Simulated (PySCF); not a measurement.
HfI2, multiplicity 1. Atoms are numbered in the order given.

```xyz
3

Hf     0.0000     0.0000     0.0000
I      0.0000     0.0000     2.7058
I      0.0000     0.0000    -2.7058
```

The structure is a stationary point at B3LYP-D3(BJ)/def2-SVP. The spin state was assumed, not searched. The def2 effective core potentials stand for the cores of Hf, I; spin–orbit coupling is left out.

Calculation: PySCF with CAM-B3LYP/def2-TZVPD.

The molecule is in vacuum.

* **total energy**: -643.45441 hartree
* **point group**: D∞h
* **highest occupied level**: -7.22 eV
* **lowest empty level**: -1.85 eV
* **orbital gap**: 5.37 eV
* **dipole moment**: 0.00 D
* **quadrupole, principal values (traceless, Buckingham form, about the centre of nuclear charge)**: -5.75, 2.87, 2.87 D·Å
* **mean static polarisability**: 131.0 bohr³ (19.41 Å³)
* **polarisability, principal values**: 108.1, 108.1, 176.9 bohr³
